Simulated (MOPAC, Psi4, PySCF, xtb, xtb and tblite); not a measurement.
Two geometries of Si(H)3(NiPr2), C6H17NSi, SMILES CC(C)N([SiH3])C(C)C, singlet, relaxed at GFN2-xTB with one dihedral held; other torsions can differ between them too.

Structure A

```
25

Si    -1.3406    -0.1073    -0.2501
N      0.0529     0.6720     0.4091
C     -0.0028     1.3378     1.7077
C      0.9787     2.5174     1.7796
C     -1.3972     1.8527     2.0402
C      1.3611     0.0859     0.1108
C      1.7986     0.4463    -1.3077
C      1.4185    -1.4269     0.3361
H     -0.9688    -0.6845    -1.5398
H     -2.3659     0.9078    -0.4894
H     -1.9090    -1.1895     0.5747
H      0.2844     0.6136     2.4927
H      0.7932     3.1951     0.9490
H      0.8279     3.0586     2.7106
H      2.0182     2.2065     1.7439
H     -1.7216     2.5694     1.2914
H     -1.3789     2.3453     3.0103
H     -2.1170     1.0406     2.0847
H      2.0884     0.5287     0.7966
H      1.1549    -0.0277    -2.0419
H      1.7458     1.5227    -1.4478
H      2.8220     0.1190    -1.4774
H      1.0397    -1.6702     1.3265
H      2.4472    -1.7747     0.2644
H      0.8214    -1.9539    -0.4021
```

Structure B

```
25

Si    -1.4129    -0.1086    -0.5419
N     -0.0429     0.5287     0.2715
C     -0.2487     1.6114     1.2154
C      0.2095     1.2402     2.6287
C      0.3842     2.9262     0.7502
C      1.3272     0.1243     0.0098
C      1.7087     0.3304    -1.4572
C      1.5762    -1.3256     0.4316
H     -1.0358    -1.3338    -1.2413
H     -1.9671     0.8450    -1.5193
H     -2.4484    -0.4048     0.4558
H     -1.3317     1.7713     1.2562
H      1.2888     1.1169     2.6778
H     -0.0774     2.0213     3.3287
H     -0.2607     0.3082     2.9330
H      1.4700     2.8673     0.7458
H      0.0894     3.7345     1.4151
H      0.0450     3.1611    -0.2560
H      1.9823     0.7598     0.6147
H      1.1206    -0.3228    -2.0955
H      1.5209     1.3598    -1.7517
H      2.7636     0.1107    -1.6067
H      1.2891    -1.4673     1.4702
H      2.6299    -1.5730     0.3223
H      0.9923    -2.0047    -0.1822
```

**Question.** Which is lower in energy at the level Psi4 1.11 with B3LYP-D3(BJ)/def2-SVP // GFN2-xTB, and by how much?

**Answer.** B is lower, by 13.03 kJ/mol (dihedral Si1–N2–C3–C4: -150° in A, 120° in B).

E(B) − E(A) in kJ/mol at the other levels, on the same two geometries: GFN2-xTB (xtb and tblite) -17.37; B3LYP/def2-SVP // GFN2-xTB (Psi4) -13.32; PBE/def2-SVP // GFN2-xTB (Psi4) -10.54; PBE-D3(BJ)/def2-SVP // GFN2-xTB (Psi4) -10.67; PM3, restricted, heats of formation // GFN2-xTB (MOPAC) -0.12; AM1, restricted, heats of formation // GFN2-xTB (MOPAC) -26.18; GFN1-xTB // GFN2-xTB (xtb) -20.84; restricted B3LYP/6-31G*, spherical d, density fitting // GFN2-xTB (PySCF) -11.78; restricted LDA (SVWN5)/6-31G*, spherical d, density fitting // GFN2-xTB (PySCF) -4.87; restricted M06-2X/6-31G*, spherical d, density fitting // GFN2-xTB (PySCF) -9.52; restricted Hartree-Fock/6-31G*, spherical d, density fitting // GFN2-xTB (PySCF) -17.36.
